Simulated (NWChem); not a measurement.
BeSiH₄S; SMILES [SiH3][Be][SH]

```xyz
7

Be    -0.0663     0.1647     0.0039
S     -0.1117     2.0792    -0.0031
H      1.2409     2.1575    -0.0052
Si    -0.0096    -2.0112     0.0027
H     -0.9702    -2.5958    -0.9891
H     -0.3514    -2.5927     1.3415
H      1.3534    -2.5237    -0.3596
```
Atoms are numbered in this order, from 1.

All runs use the structure optimised with PBE0/def2-SVP.

Task: Give the principal values of the shielding tensors (ppm) of Be1, S2, Si4 from BHandHLYP/pcSseg-1, GIAO (NWChem), with their diamagnetic and paramagnetic parts as GIAO splits them.

Result: 
| atom | σ11 | σ22 | σ33 | isotropic | diamagnetic | paramagnetic |
|---|---|---|---|---|---|---|
| Be1 | 37.4 | 38.7 | 154.1 | 76.7 | 145.6 | -68.9 |
| S2 | 499.8 | 662.4 | 810.1 | 657.4 | 1058.5 | -401.1 |
| Si4 | 481.7 | 495.6 | 497.9 | 491.7 | 879.7 | -387.9 |
